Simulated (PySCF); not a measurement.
## Dipole response of W⁺ (tungsten, charge +1)

[Xe] 4f14 5d3 6s2, high-spin 4F determinant (an excited configuration). All numbers are calculated (PySCF 2.14, a scalar-relativistic core potential, in aug-cc-pVTZ-PP with one added diffuse shell each of s, p, d, f, g type with ECP60MDF (7s7p6d4f3g, 113 functions)). Coupled (time-dependent) response in atomic units; α is the mean over directions.

```csv
method,mean α (bohr³),C₆ (like pair),S(−4)
UHF,49.46,497.4,958.2
PBE,41.59,403.7,594.9
```

S(−4) is the Cauchy moment in α(ω) = α(0) + S(−4) ω² + …

Spin-orbit coupling is absent.

α(iu) at PBE:

```
u (hartree)  α(iu) (bohr³)
          0          41.59
     0.0500          40.17
      0.100          36.57
      0.200          27.64
      0.300          20.47
      0.500          12.33
      0.750          7.759
       1.00          5.475
       1.50          3.247
       2.00          2.173
       3.00          1.167
       5.00         0.4866
```

For an ion, C₆ is the dispersion term alone; charge-induced terms of lower order in 1/R come first.

Energies and moments cover only the electrons outside the core potential. Spin-orbit coupling, absent here, splits the open shell strongly.
